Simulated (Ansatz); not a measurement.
Abridged output of a molecular run in Ansatz:

```
Functional definition: HF
942 factors; integrals over basis functions are off by at most 9.7e-4 eV
mean field evaluation 1: about -8047.6570 eV, gradient 3.2e1 eV
mean field evaluation 2: about -8047.7361 eV, gradient 3.2e1 eV
mean field evaluation 4: about -8050.4436 eV, gradient 2.7e0 eV
mean field evaluation 8: about -8050.4794 eV, gradient 5.5e-4 eV
mean field -8050.47938395 eV, -295.8496605493 hartree, gradient 7.9e-6 eV, S^2 0.000000; 0 other end points of the search recorded, 0 dependent functions left out
6 core orbitals not correlated: weight in the atoms' cores, before any rotation towards them, 1.000 or more for the frozen orbitals, at most 0.000 for the correlated occupied ones
reference -8050.47938395 eV, -295.8496605493 hartree; 14, 14 occupied and 64, 64 virtual orbitals, 942 factors
second order -10.17658321 eV of doubles, -0.00000000 eV of singles
cycle   1  -11.00415820 eV  change   -8.3e-1 eV  update   8.3e-2
cycle   2  -11.39057364 eV  change   -3.9e-1 eV  update   2.7e-2
cycle   3  -11.45307262 eV  change   -6.2e-2 eV  update   1.2e-2
cycle   4  -11.45049220 eV  change    2.6e-3 eV  update   3.7e-3
cycle   5  -11.44972785 eV  change    7.6e-4 eV  update   1.7e-3
cycle   6  -11.44963687 eV  change    9.1e-5 eV  update   6.6e-4
cycle   7  -11.44948751 eV  change    1.5e-4 eV  update   2.6e-4
cycle   8  -11.44949466 eV  change   -7.2e-6 eV  update   1.0e-4
cycle   9  -11.44951759 eV  change   -2.3e-5 eV  update   4.6e-5
cycle  10  -11.44951007 eV  change    7.5e-6 eV  update   2.0e-5
perturbative correction -0.29711718 eV, -0.0109188550 hartree
Total energy: -8062.22601120 eV, -296.2813411386 hartree
```

Its atoms:

Z-matrix (Å, degrees):
```
Sn
N 1 2.040
B 1 2.242 2 108.5
H 1 1.725 2 112.0 3 -122.2
H 1 1.710 2 104.3 3 122.5
H 2 1.012 1 112.9 3 56.6
H 2 1.012 1 113.3 3 178.6
H 3 1.194 1 120.7 2 166.3
H 3 1.194 1 120.9 2 -14.8
```

(1) Which basis set was used?
A. cc-pV(T+d)Z
B. def2-SVP
C. def2-SVPD
D. def2-QZVPP

(2) Write the keys of the input that set method, charge and spin (a neutral closed shell needs none for the last two).

## Answers

(1) B. It gives 84 functions.

(2) 
```yaml
correlation: {method: ccsd_t}
```
